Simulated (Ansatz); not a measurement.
The cluster Ca4⁺, relaxed as a quartet with UKS r2SCAN/def2-TZVP in Ansatz, starting from the r2SCAN/def2-TZVP geometry of the charge +1 doublet. Force threshold 0.02 eV/Å.

At r2SCAN/def2-TZVP a doublet of charge 1 lies 0.46 eV below the quartet, each at its own geometry. The structure comes from a short search, and lower isomers may exist.

Start:

```tsv
atom	x (Å)	y (Å)	z (Å)
Ca1	0.462	0.931	-2.010
Ca2	1.180	1.259	1.521
Ca3	0.653	-2.191	0.354
Ca4	-2.295	0.001	0.135
```

```csv
step,energy (eV),largest force component (eV/Å),SCF passes
1,-73740.9907,0.204,81
2,-73741.0106,0.132,46
3,-73741.0193,0.066,44
4,-73741.0218,0.029,51
5,-73741.0224,0.007,38
6,-73741.0226,0.003,39
```

Force components are those of the run's own axes.

End:

```xyz
4

Ca    0.435    0.900   -1.999
Ca    1.141    1.189    1.511
Ca    0.655   -2.106    0.358
Ca   -2.232    0.016    0.131
```

By distances, no bond broke or formed. The bond that changes most is Ca2–Ca3, from 3.68 to 3.52 Å (atoms count from 1).

The force fell under the threshold at step 5, but the optimiser went on. No frequencies were taken in this run, so the end may be a saddle point.

Hardware: 4 threads of Arm Neoverse N1 on a shared host. Wall time 82 s.
